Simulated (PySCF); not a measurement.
## Dipole response of Ir+ (iridium, charge +1)

[Xe] 4f14 5d7 6s1, high-spin 5F determinant. All numbers are calculated (PySCF 2.14, the spin-free X2C one-electron Hamiltonian (Gaussian nucleus), in x2c-TZVPPall with one added diffuse shell each of s, p, d, f type (12s8p8d4f1g, 113 functions)). Coupled (time-dependent) response in atomic units; α is the mean over directions.

```
method  mean α (bohr³)  C₆ (like pair)  S(−4)
  PBE0           25.53           207.6  249.1
```

S(−4) is the Cauchy moment in α(ω) = α(0) + S(−4) ω² + …

Spin-orbit coupling is absent.

α(iu) at PBE0:

```json
{"u (hartree)": "0", "α(iu) (bohr³)": "25.53"}
{"u (hartree)": "0.0500", "α(iu) (bohr³)": "24.93"}
{"u (hartree)": "0.100", "α(iu) (bohr³)": "23.35"}
{"u (hartree)": "0.200", "α(iu) (bohr³)": "19.11"}
{"u (hartree)": "0.300", "α(iu) (bohr³)": "15.33"}
{"u (hartree)": "0.500", "α(iu) (bohr³)": "10.48"}
{"u (hartree)": "0.750", "α(iu) (bohr³)": "7.274"}
{"u (hartree)": "1.00", "α(iu) (bohr³)": "5.450"}
{"u (hartree)": "1.50", "α(iu) (bohr³)": "3.461"}
{"u (hartree)": "2.00", "α(iu) (bohr³)": "2.411"}
{"u (hartree)": "3.00", "α(iu) (bohr³)": "1.366"}
{"u (hartree)": "5.00", "α(iu) (bohr³)": "0.6101"}
```

A single London oscillator, α(iu) = α/(1 + u²/ω²), gives C₆ = (3/4) ω α². Matching the computed C₆ needs ω = 4 × 207.6 / (3 × 25.53²) = 0.425 hartree.

For an ion, C₆ is the dispersion term alone; charge-induced terms of lower order in 1/R come first.

Spin-orbit coupling, absent here, splits the open shell strongly.
